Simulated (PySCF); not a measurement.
# Simulated absorption spectrum

Species: C₃HCl₂FO.
InChI=1S/C3HCl2FO/c4-3(5)2(6)1-7/h3H

Method: TDDFT PBE0/def2-SVPD, vertical, gas phase, core orbitals frozen in the response in PySCF. The structure is a single GFN2-xTB conformer in the gas phase; no vibrational or solvent corrections. Torsions of this conformer, `[O:1]=[C:2]=[C:3]([F:4])[CH:5]([Cl:6])[Cl:7]`: C2–C3–C5–Cl6 -63°.

Computed states:

| state | E (eV) | f |
| --- | --- | --- |
| S1 | 2.55 | 0.0001 |
| S2 | 5.21 | 0.0018 |
| S3 | 5.34 | 0.0005 |
| S4 | 5.42 | 0.0037 |
| S5 | 5.80 | 0.0000 |
| S6 | 5.90 | 0.078 |
| S7 | 6.05 | 0.090 |
| S8 | 6.72 | 0.0029 |

Each state is given a Gaussian of 0.3 eV full width at half maximum, with ε(max) = 2.175×10⁸ f / Δν̃ (Δν̃ the width in cm⁻¹). The width is an assumption, not a result. The curve ends short of the highest state used, and states not computed would add to its high-energy end.

**Question.** Give the broadened spectrum and its maxima.

**Answer.** 
```tsv
E (eV)	ε (L mol⁻¹ cm⁻¹)
2.10	0
2.18	0
2.25	0
2.32	1
2.39	3
2.47	5
2.54	6
2.61	6
2.69	4
2.76	2
2.83	1
2.91	0
2.98	0
3.05	0
3.13	0
3.20	0
3.27	0
3.34	0
3.42	0
3.49	0
3.56	0
3.64	0
3.71	0
3.78	0
3.86	0
3.93	0
4.00	0
4.08	0
4.15	0
4.22	0
4.29	0
4.37	0
4.44	0
4.51	0
4.59	0
4.66	0
4.73	0
4.81	1
4.88	5
4.95	20
5.03	63
5.10	129
5.17	216
5.25	320
5.32	395
5.39	425
5.46	389
5.54	376
5.61	694
5.68	1806
5.76	4535
5.83	7889
5.90	10988
5.98	12575
6.05	11507
6.12	8539
```

Maxima: 486 nm (2.55 eV), ε about 6.3, made up of S1 (100%); 230 nm (5.38 eV), ε about 420, made up of S2 (15%) and S4 (75%); 207 nm (5.98 eV), ε about 13000, made up of S6 (44%) and S7 (56%) (ε in L mol⁻¹ cm⁻¹; maxima over ε = 5, shares over 10%).

**Question.** What would ε be at 5.98 eV, the highest of these maxima, with half the width (0.15 eV)?

**Answer.** About 14500 L mol⁻¹ cm⁻¹ against 12600, a factor of about 1.2; a lone state at its own centre would give exactly 2.

**Question.** Does any computed singlet lie in the visible range?

**Answer.** S1 lies in the visible range (380 to 750 nm), at 486 nm, dark in the vertical dipole picture (f under 0.0005); light of that wavelength is green-blue, and its complementary colour is orange; a Tamm–Dancoff triplet lies at 597 nm, without intensity as long as spin–orbit coupling is left out.

**Question.** Coming from long wavelengths, where does ε first pass 100 L mol⁻¹ cm⁻¹?

**Answer.** At about 244 nm (5.07 eV), 2.52 eV above S1.
